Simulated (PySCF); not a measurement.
Level of theory: M06-2X/def2-TZVP // PBE0-D3(BJ)/def2-TZVP (PySCF). Gas-phase values, no solvent. Excitations are Tamm–Dancoff values on a coarser integration grid. The basis has no diffuse functions, so Rydberg states are missing or too high.

Reference species (SMILES): `Br[Si](Br)(Br)Br` (neutral, multiplicity 1).

```json
{
  "HOMO–LUMO gap": "9.08 eV",
  "HOMO": "-9.90 eV",
  "S1 oscillator strength": "0.000",
  "S1 excitation (TDA)": "6.08 eV"
}
```

After one change: the HOMO–LUMO gap goes up by 1.01 eV; the HOMO rises by 0.80 eV; the S1 oscillator strength stays essentially unchanged; the S1 excitation (TDA) rises by 0.91 eV.

### Question
What was changed between the two runs? The new species is one of these.
A) `N[Si](N)(Br)Br`
B) `N[Si](N)(N)Br`
C) `N[Si](N)(N)N`
D) `N[Si](Br)(Br)Br`

### Answer
A, `N[Si](N)(Br)Br`
